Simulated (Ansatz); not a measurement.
Ansatz (a program for electronic structure) input (B3LYP-D3(BJ)/def2-TZVP):

Ansatz 0.2 input:
```yaml
crystal:
  periodic: [false, false, false]
  atoms:
    - {symbol: Lu, position_ang: [0.15302992, -0.14736871, -0.20865338]}
    - {symbol: F, position_ang: [-1.78418057, -0.04313885, 0.46315687]}
    - {symbol: F, position_ang: [-0.79075941, 1.66557719, -0.01509138]}
    - {symbol: F, position_ang: [1.36770395, -0.45986298, 1.19797781]}
basis:
  gaussian:
    orbitals: def2-TZVP
hamiltonian:
  xc: b3lyp
  dispersion: d3bj
total_charge: 1
magnetization: {spin_polarized: true, initial_magnetization: 1}
phonons: {temperatures: {t_min: 298.15, t_max: 298.15, t_step: 100}}
```

Output:

```
Functional definition: B3LYP
integrals: 0.14 GiB planned
1307 factors; their error is unknown
mean field: 1.53 GiB planned
mean field evaluation 1: about -41740.3757 eV, gradient 1.5e2 eV
mean field evaluation 2: about -40610.1725 eV, gradient 6.5e2 eV
mean field evaluation 4: about -41283.1675 eV, gradient 3.6e2 eV
mean field evaluation 8: about -41773.3794 eV, gradient 7.8e1 eV
mean field evaluation 16: about -41790.3418 eV, gradient 1.9e-5 eV
mean field evaluation 32: about -41788.3146 eV, gradient 1.5e0 eV
mean field -41790.34178127 eV, -1535.7667339508 hartree, gradient 2.0e-5 eV, S^2 0.758387; 4 other end points of the search recorded, 0 dependent functions left out
the calculation of the forces begins
reference -41790.34204236 eV, -1535.7667435454 hartree; 35, 34 occupied and 154, 155 virtual orbitals, 1307 factors
these checks for a lower state are left out or cut short: stability, starts, cluster_reference, orbital_swaps, neighbouring_geometries, increment
integrals: 0.14 GiB planned
1307 factors; their error is unknown
mean field: 1.54 GiB planned
mean field -41790.34168585 eV, -1535.7667304440 hartree, gradient 1.7e-6 eV, S^2 0.758390; 0 other end points of the search recorded, 0 dependent functions left out
the calculation of the forces begins
reference -41790.34194692 eV, -1535.7667400383 hartree; 35, 34 occupied and 154, 155 virtual orbitals, 1307 factors
these checks for a lower state are left out or cut short: stability, starts, cluster_reference, orbital_swaps, neighbouring_geometries, increment
integrals: 0.14 GiB planned
1307 factors; their error is unknown
mean field: 1.53 GiB planned
mean field -41790.34168095 eV, -1535.7667302640 hartree, gradient 1.7e-6 eV, S^2 0.758383; 0 other end points of the search recorded, 0 dependent functions left out
the calculation of the forces begins
reference -41790.34194204 eV, -1535.7667398589 hartree; 35, 34 occupied and 154, 155 virtual orbitals, 1307 factors
these checks for a lower state are left out or cut short: stability, starts, cluster_reference, orbital_swaps, neighbouring_geometries, increment
integrals: 0.14 GiB planned
1307 factors; their error is unknown
mean field: 1.54 GiB planned
mean field -41790.34173493 eV, -1535.7667322477 hartree, gradient 1.3e-6 eV, S^2 0.758383; 0 other end points of the search recorded, 0 dependent functions left out
the calculation of the forces begins
reference -41790.34199594 eV, -1535.7667418397 hartree; 35, 34 occupied and 154, 155 virtual orbitals, 1307 factors
these checks for a lower state are left out or cut short: stability, starts, cluster_reference, orbital_swaps, neighbouring_geometries, increment
integrals: 0.14 GiB planned
1307 factors; their error is unknown
mean field: 1.53 GiB planned
mean field evaluation 64: about -41790.2259 eV, gradient 2.8e-1 eV
mean field -41790.34174423 eV, -1535.7667325895 hartree, gradient 1.3e-6 eV, S^2 0.758391; 0 other end points of the search recorded, 0 dependent functions left out
the calculation of the forces begins
reference -41790.34200539 eV, -1535.7667421868 hartree; 35, 34 occupied and 154, 155 virtual orbitals, 1307 factors
these checks for a lower state are left out or cut short: stability, starts, cluster_reference, orbital_swaps, neighbouring_geometries, increment
integrals: 0.14 GiB planned
1307 factors; their error is unknown
mean field: 1.54 GiB planned
mean field -41790.34173501 eV, -1535.7667322507 hartree, gradient 1.3e-6 eV, S^2 0.758375; 0 other end points of the search recorded, 0 dependent functions left out
the calculation of the forces begins
reference -41790.34199605 eV, -1535.7667418438 hartree; 35, 34 occupied and 154, 155 virtual orbitals, 1307 factors
these checks for a lower state are left out or cut short: stability, starts, cluster_reference, orbital_swaps, neighbouring_geometries, increment
integrals: 0.14 GiB planned
1307 factors; their error is unknown
mean field: 1.54 GiB planned
mean field -41790.34175990 eV, -1535.7667331652 hartree, gradient 1.3e-6 eV, S^2 0.758398; 0 other end points of the search recorded, 0 dependent functions left out
the calculation of the forces begins
reference -41790.34202102 eV, -1535.7667427614 hartree; 35, 34 occupied and 154, 155 virtual orbitals, 1307 factors
these checks for a lower state are left out or cut short: stability, starts, cluster_reference, orbital_swaps, neighbouring_geometries, increment
integrals: 0.14 GiB planned
1307 factors; their error is unknown
mean field: 1.54 GiB planned
mean field -41790.34177249 eV, -1535.7667336281 hartree, gradient 1.6e-6 eV, S^2 0.758371; 0 other end points of the search recorded, 0 dependent functions left out
the calculation of the forces begins
reference -41790.34203358 eV, -1535.7667432228 hartree; 35, 34 occupied and 154, 155 virtual orbitals, 1307 factors
these checks for a lower state are left out or cut short: stability, starts, cluster_reference, orbital_swaps, neighbouring_geometries, increment
integrals: 0.14 GiB planned
1307 factors; their error is unknown
mean field: 1.53 GiB planned
mean field evaluation 96: about -41790.3418 eV, gradient 1.9e-6 eV
mean field -41790.34177130 eV, -1535.7667335841 hartree, gradient 1.9e-6 eV, S^2 0.758402; 0 other end points of the search recorded, 0 dependent functions left out
the calculation of the forces begins
reference -41790.34203238 eV, -1535.7667431787 hartree; 35, 34 occupied and 154, 155 virtual orbitals, 1307 factors
these checks for a lower state are left out or cut short: stability, starts, cluster_reference, orbital_swaps, neighbouring_geometries, increment
integrals: 0.14 GiB planned
1307 factors; their error is unknown
mean field: 1.54 GiB planned
mean field -41790.34177488 eV, -1535.7667337158 hartree, gradient 1.3e-6 eV, S^2 0.758393; 0 other end points of the search recorded, 0 dependent functions left out
the calculation of the forces begins
reference -41790.34203597 eV, -1535.7667433108 hartree; 35, 34 occupied and 154, 155 virtual orbitals, 1307 factors
these checks for a lower state are left out or cut short: stability, starts, cluster_reference, orbital_swaps, neighbouring_geometries, increment
integrals: 0.14 GiB planned
1307 factors; their error is unknown
mean field: 1.54 GiB planned
mean field -41790.34177593 eV, -1535.7667337544 hartree, gradient 1.3e-6 eV, S^2 0.758381; 0 other end points of the search recorded, 0 dependent functions left out
the calculation of the forces begins
reference -41790.34203700 eV, -1535.7667433486 hartree; 35, 34 occupied and 154, 155 virtual orbitals, 1307 factors
these checks for a lower state are left out or cut short: stability, starts, cluster_reference, orbital_swaps, neighbouring_geometries, increment
integrals: 0.14 GiB planned
1307 factors; their error is unknown
mean field: 1.53 GiB planned
mean field -41790.34176465 eV, -1535.7667333400 hartree, gradient 1.7e-6 eV, S^2 0.758388; 0 other end points of the search recorded, 0 dependent functions left out
the calculation of the forces begins
reference -41790.34202582 eV, -1535.7667429377 hartree; 35, 34 occupied and 154, 155 virtual orbitals, 1307 factors
these checks for a lower state are left out or cut short: stability, starts, cluster_reference, orbital_swaps, neighbouring_geometries, increment
integrals: 0.14 GiB planned
1307 factors; their error is unknown
mean field: 1.54 GiB planned
mean field -41790.34172536 eV, -1535.7667318960 hartree, gradient 1.7e-6 eV, S^2 0.758386; 0 other end points of the search recorded, 0 dependent functions left out
the calculation of the forces begins
reference -41790.34198636 eV, -1535.7667414876 hartree; 35, 34 occupied and 154, 155 virtual orbitals, 1307 factors
these checks for a lower state are left out or cut short: stability, starts, cluster_reference, orbital_swaps, neighbouring_geometries, increment
integrals: 0.14 GiB planned
1307 factors; their error is unknown
mean field: 1.54 GiB planned
mean field evaluation 128: about -41790.2260 eV, gradient 1.1e-4 eV
mean field -41790.34176054 eV, -1535.7667331889 hartree, gradient 1.7e-6 eV, S^2 0.758389; 0 other end points of the search recorded, 0 dependent functions left out
the calculation of the forces begins
reference -41790.34202169 eV, -1535.7667427859 hartree; 35, 34 occupied and 154, 155 virtual orbitals, 1307 factors
these checks for a lower state are left out or cut short: stability, starts, cluster_reference, orbital_swaps, neighbouring_geometries, increment
integrals: 0.14 GiB planned
1307 factors; their error is unknown
mean field: 1.54 GiB planned
mean field -41790.34174611 eV, -1535.7667326585 hartree, gradient 1.8e-6 eV, S^2 0.758385; 0 other end points of the search recorded, 0 dependent functions left out
the calculation of the forces begins
reference -41790.34200713 eV, -1535.7667422508 hartree; 35, 34 occupied and 154, 155 virtual orbitals, 1307 factors
Total energy: -41790.42554835 eV, -1535.7698123341 hartree
Atom 0 at     0.153030    -0.147369    -0.208653 Å, force    -0.000277    -0.000357    -0.001850 eV/Å
Atom 1 at    -1.784181    -0.043139     0.463157 Å, force    -0.000090     0.000127     0.000322 eV/Å
Atom 2 at    -0.790759     1.665577    -0.015091 Å, force    -0.000078     0.000149     0.000316 eV/Å
Atom 3 at     1.367704    -0.459863     1.197978 Å, force     0.000445     0.000081     0.001212 eV/Å
Dipole moment:     0.246793    -0.457293    -1.121205 e Å
Vibrations: 101.87 116.02 291.97 346.02 526.43 675.22 cm⁻¹, zero-point energy 0.127551 eV
```

The spin state was set by rule; other spins were not relaxed.
